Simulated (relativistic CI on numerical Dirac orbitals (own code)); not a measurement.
## From line strength to rate: Fe+ 2493.26 Å (air)

Problem. For 3d⁶4s ⁴H13/2 – 3d⁶4p ⁴I°15/2 of Fe+ a semi-empirical relativistic CI calculation gives the line strength S = 43.4 e²a₀² in the length gauge. The measured levels are 21251.61 and 61347.61 cm⁻¹ (NIST Handbook). Find gf, f, A and the partial lifetime.

Working.
1. σ = 61347.61 − 21251.61 = 40096.00 cm⁻¹, so the vacuum wavelength is 10⁸/σ = 2494.01 Å.
2. gf = 303.756 S/λ(Å) = 5.286, log gf = 0.723; with g = 14 for the lower level, f = 0.378.
3. A = 2.02613 × 10¹⁸ S/(g_u λ³) with g_u = 16: A = 3.54 × 10^8 s⁻¹.
4. The partial lifetime for this S is 1/A = 2.82 ns; in the calculation this line carries 100 % of the decay of the upper level.

Check. The Handbook lists A = 3.40 × 10^8 s⁻¹, a tabulated value with its own uncertainty (a few per cent for the best lines, 25 % or more for others); ours lies 4 % above it. The velocity form of the same calculation gives S = 39.1, and the gap between the two forms is a rough gauge of the error in S. With the computed energy (42181 cm⁻¹) in place of the measured one the rate would change by the factor (σ_calc/σ)³ = 1.16.
